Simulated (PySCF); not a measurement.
A calculated (BP86, PySCF 2.14, x2c-TZVPPall, scalar relativity by spin-free X2C-1e) atom or ion has these occupied shells.

| shell | electrons | orbital energy (eV) | rms radius, mean of both spins (bohr) |
| --- | --- | --- | --- |
| 1s α | 1 | -8236.4 | 0.0624 |
| 1s β | 1 | -8236.3 | 0.0624 |
| 2s α | 1 | -1011.1 | 0.266 |
| 2s β | 1 | -1009.3 | 0.266 |
| 2p α | 3 | -873.85 | 0.238 |
| 2p β | 3 | -872.44 | 0.238 |
| 3s α | 1 | -140.14 | 0.790 |
| 3s β | 1 | -136.31 | 0.790 |
| 3p α | 3 | -100.30 | 0.836 |
| 3p β | 3 | -96.524 | 0.836 |
| 3d α | 5 | -36.857 | 1.03 |
| 3d β | 2 | -34.086 | 1.03 |
| 4s α | 1 | -24.902 | 2.46 |

Question: Name the element and its charge.

Answer: Ni²⁺ (nickel, charge +2), in [Ar] 3d7 4s1, high-spin 5F determinant (an excited configuration).
